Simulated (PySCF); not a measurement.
The dipole of `C(/C(=O)F)(=C\Cl)C(F)(F)F` from its density and from atomic charges.

Coordinates (GFN2-xTB, Å) and charges (e) from the PBE0/pcSseg-1 density (PySCF):

| atom | x | y | z | Mulliken | IAO | Hirshfeld | ESP-fitted |
| --- | --- | --- | --- | --- | --- | --- | --- |
| O1 | 1.240 | -1.894 | 0.694 | -0.3130 | -0.3553 | -0.2052 | -0.3959 |
| C2 | 1.238 | -0.731 | 0.510 | +0.7158 | +0.6065 | +0.2238 | +0.6068 |
| F3 | 2.361 | -0.002 | 0.761 | -0.2763 | -0.2915 | -0.0809 | -0.2296 |
| C4 | 0.145 | 0.128 | 0.020 | -0.5746 | -0.1521 | -0.0611 | -0.0462 |
| C5 | 0.311 | 1.456 | -0.120 | +0.0624 | -0.1047 | +0.0133 | -0.2336 |
| Cl6 | -0.833 | 2.565 | -0.652 | +0.0239 | +0.0898 | +0.0515 | +0.0689 |
| C7 | -1.121 | -0.651 | -0.272 | +0.9570 | +0.8111 | +0.2556 | +0.5009 |
| F8 | -1.592 | -1.243 | 0.832 | -0.2563 | -0.2692 | -0.0896 | -0.1750 |
| F9 | -2.115 | 0.098 | -0.753 | -0.2585 | -0.2715 | -0.0859 | -0.1551 |
| F10 | -0.902 | -1.614 | -1.174 | -0.2552 | -0.2681 | -0.0881 | -0.1735 |
| H11 | 1.273 | 1.890 | 0.128 | +0.1749 | +0.2050 | +0.0666 | +0.2323 |

Problem. What dipole does each set of charges give (1 e·Å = 4.803 D), and what does the density give?

Solution. The full density gives (0.32, 3.48, -0.44) D, 3.52 D in size; dipole vectors point from the negative to the positive end.

```json
{"scheme": "Mulliken", "μx": "0.47", "μy": "2.69", "μz": "-0.26", "size (D)": "2.74", "share of the full size (%)": "78", "angle to the full dipole (°)": "5"}
{"scheme": "IAO", "μx": "0.43", "μy": "4.27", "μz": "-0.52", "size (D)": "4.32", "share of the full size (%)": "123", "angle to the full dipole (°)": "1"}
{"scheme": "Hirshfeld", "μx": "-0.07", "μy": "2.75", "μz": "-0.45", "size (D)": "2.79", "share of the full size (%)": "79", "angle to the full dipole (°)": "7"}
{"scheme": "ESP-fitted", "μx": "0.38", "μy": "3.52", "μz": "-0.43", "size (D)": "3.56", "share of the full size (%)": "101", "angle to the full dipole (°)": "1"}
```

Problem. Which set comes closest?

Solution. Length of the difference vector: ESP-fitted 0.07 D, IAO 0.80 D, Mulliken 0.82 D, Hirshfeld 0.82 D. Closest: ESP-fitted. ESP charges are fitted to the potential around the molecule, whose slowest-falling term is the dipole's. 

Problem. What is left for the Hirshfeld atoms' own dipoles?

Solution. The shares of the density sum to the whole, so what Σ q r misses lies in dipoles about the nuclei. The atomic dipoles sum to (0.32, 3.48, -0.44) − (-0.07, 2.75, -0.45) = (0.39, 0.73, 0.01) D, 0.82 D in size.

Problem. With the origin at the mean of the coordinates, (0.000, 0.000, -0.002) Å, which are the largest single terms, by size, of the Mulliken dipole along the direction of the full one?

Solution. C7 -3.27, O1 +2.77, C2 -2.32, F10 +1.88, F8 +1.82 D; all 11 atoms together +2.74 D. The single terms depend on the origin, their sum doesn't.

Problem. Give the size of the full dipole in other units.

Solution. 3.52 D = 1.386 au = 0.733 e·Å = 11.75 × 10⁻³⁰ C·m.

One conformer (not necessarily the lowest) at the GFN2-xTB geometry, without solvent, vibrations or thermal averaging.

The run behind these numbers computed NMR shieldings as well. The run took 42 s on one thread of an Arm Neoverse N1, shared host with 64 logical CPUs at a one-minute load of 45, and the process peaked at 0.96 GiB of memory.

Shape of the structure used: `[O:1]=[C:2]([F:3])/[C:4](=[CH:5]/[Cl:6])[C:7]([F:8])([F:9])[F:10]`: O1–C2–C4–C5 179°, C2–C4–C7–F8 62°.
